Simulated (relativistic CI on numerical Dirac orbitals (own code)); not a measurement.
## Hg3+ (5d9) in a crystal field

Calculated by Dirac-Coulomb-Breit CI, orbitals from a KLI potential per configuration, model QED, valence Slater integrals scaled by 0.75, one configuration in a parametric crystal field (own radial code).

Field parameters in Wybourne normalisation: Oh B⁴₀ = 21Dq, B⁴₄ = √(5/14) B⁴₀. The field is a parameter set, without covalency.

S is read from ⟨S²⟩ = S(S + 1).

Site symmetry Oh; labels are those of the double group. Computed levels in cm⁻¹ above the lowest, in rising order:

| Δ (size of 10Dq) | Lowest | No. 2 | No. 3 |
| --- | --- | --- | --- |
| 7000 | Γ8 | 4893 Γ7 | 17663 Γ8 |
| 12600 | Γ8 | 9528 Γ7 | 21332 Γ8 |
| 18250 | Γ8 | 14561 Γ7 | 25748 Γ8 |
| 23850 | Γ8 | 19751 Γ7 | 30530 Γ8 |
| 29450 | Γ8 | 25062 Γ7 | 35551 Γ8 |
| 35050 | Γ8 | 30448 Γ7 | 40723 Γ8 |
| 40650 | Γ8 | 35885 Γ7 | 45996 Γ8 |

Ground-state S against |10Dq| in cm⁻¹: 7000: 0.50, 12600: 0.50, 18250: 0.50, 23850: 0.50, 29450: 0.50, 35050: 0.50, 40650: 0.50.

No abrupt spin change occurs in this range.
